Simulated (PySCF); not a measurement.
## Computed data sheet: `FC(C1=CC(C=CC=C1)=C)(F)F`

Species: C₉H₇F₃.
Numbering: `[CH2:1]=[C:2]1[CH:3]=[CH:4][CH:5]=[CH:6][C:7]([C:8]([F:9])([F:10])[F:11])=[CH:12]1` (hydrogens: H13, H14 on C1; H15 on C3; H16 on C4; H17 on C5; H18 on C6; H19 on C12)

Some functional groups and rings: C=C double bond, CF3 group and C–F bond.

From PBE0-D3(BJ)/def2-SVP geometry optimisation, gas phase (PySCF):

- Rotational constants A, B, C: 1.568, 0.674, 0.514 GHz

From CAM-B3LYP/def2-SVPD ground state and vertical TDDFT (core frozen in the response) (PySCF):

- Dipole moment: 2.73 D
- HOMO energy: -7.17 eV
- LUMO energy: -1.22 eV
- HOMO–LUMO gap: 5.95 eV
- Lowest singlet excitation: 2.86 eV (433 nm, f = 0.012)
- Lowest triplet excitation (Tamm–Dancoff): 1.88 eV
- Static isotropic polarisability: 115.6 au
- Electronic spatial extent ⟨r²⟩ about the centre of nuclear charge: 2099 bohr²

HF/pcSseg-2 ground state and GIAO shieldings, non-relativistic (PySCF):

* 13C chemical shifts (computed TMS as zero) by class: 154.5 (C2), 149.5 (C12), 147.3 (C3), 139.8 (C5), 135.6 (C6), 135.4 (C7), 134.8 (C4), 125.6 (C1), 115.4 (C8) ppm
* 1H chemical shifts (computed TMS as zero) by class: 6.93 (H19), 6.25 (H15), 5.75 (H17), 5.70 (H18), 5.51 (H16), 5.00 (H13), 4.95 (H14) ppm
* Isotropic shieldings of nuclei other than C and H, by class: 299 (F9/F10/F11) ppm

B3LYP/pcJ-1 indirect spin-spin coupling, non-relativistic, gas phase; spin–dipole term left out for some pairs (PySCF):

* Largest of the computed one-bond spin–spin couplings (means over like bonds): 19F–13C -337.2 (F9–C8 and 2 like it), 13C–1H +171.1 (C1–H14), 13C–1H +170.7 (C1–H13), 13C–1H +168.6 (C6–H18), 13C–1H +166.4 (C5–H17), 13C–1H +164.2 (C4–H16), 13C–1H +162.7 (C3–H15), 13C–1H +162.5 (C12–H19) Hz

Monoisotopic mass from the formula: 172.0500 u.

With B = h/(8π²I), that is 505.379 GHz u Å² over I, the principal moments of inertia are 322.3, 749.5 and 983.9 u Å² (most abundant isotopes); the inertial defect Ic − Ia − Ib is -87.9 u Å² (zero for a rigid planar frame, negative otherwise). In atomic units the dipole is 1.08 e·bohr (1 au = 2.5417 D). The polarisability is 17.13 Å³ as a volume (1 au = 0.148185 Å³), or 1.31 au for each of the 88 electrons. The largest Löwdin shares of the LUMO are 0.18 on C12, 0.16 on C5, 0.15 on C3 and 0.14 on C6. S1 lies 3.09 eV below the HOMO–LUMO gap; its leading configuration is HOMO→LUMO, weight 0.99. The 10 singlets span 2.86 to 7.03 eV, and their oscillator strengths add up to 1.29. The largest Löwdin shares of the HOMO are 0.22 on C1, 0.12 on C6, 0.11 on C5 and 0.11 on C3. The vertical singlet–triplet gap S1 − T1 is 0.98 eV (TDDFT singlet less Tamm–Dancoff triplet; S1: HOMO→LUMO, weight 0.99; T1: HOMO→LUMO, weight 0.93).

Geometry: PBE0-D3(BJ)/def2-SVP; no solvent or vibrations. NMR classes are plain means over equivalent atoms (diastereotopic ones count apart unless rotation or inversion swaps them), as if these changed places fast; in this geometry the members of some classes differ.

The values belong to the conformer `[CH2:1]=[C:2]1[CH:3]=[CH:4][CH:5]=[CH:6][C:7]([C:8]([F:9])([F:10])[F:11])=[CH:12]1`: C6–C7–C8–F9 58°.

One-bond C–F couplings are unscaled; at this level they come out some 30 % too large in size.
